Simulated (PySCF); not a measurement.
## How methods differ on the ionisation energy of Sn¹⁹⁺

Sn¹⁹⁺ [Ar] 3d10 4s2 4p1 [4p1/2^1, M_J = 1/2] → Sn²⁰⁺ [Ar] 3d10 4s2, as a difference of total energies. Computed with PySCF 2.14 in an even-tempered Gaussian basis (18 s from 1.2 bohr⁻², ratio 2.8; 13 p from 1.5 bohr⁻², ratio 2.8; 8 d from 2.7 bohr⁻², ratio 2.8; 4 f from 7.6 bohr⁻², ratio 3), with the two-component X2C-1e Hamiltonian. Correlated levels: [Ne] frozen; the 76 highest virtual spinors dropped. "Screened" scales the spin-orbit matrix elements by Boettger's factors to mimic the two-electron term; Breit and QED terms are absent.

| method | ionisation energy (eV) |
| --- | --- |
| GHF (spin-free) | 528.07 |
| GMP2 (spin-free) | 528.77 |
| GHF (screened spin-orbit) | 535.91 |
| GMP2 (screened spin-orbit) | 536.64 |

Problem. How much does correlation contribute at GMP2 (screened spin-orbit)?

Solution. 536.64 − (535.91) = 0.73 eV, measured against GHF (screened spin-orbit).

Breit and QED terms and the two-electron picture change are absent.

The spin-free rows lack the spin-orbit shift.

For comparison: 537 ± 4 eV (theoretical estimate listed by NIST; NIST Atomic Spectra Database, ionization energies).
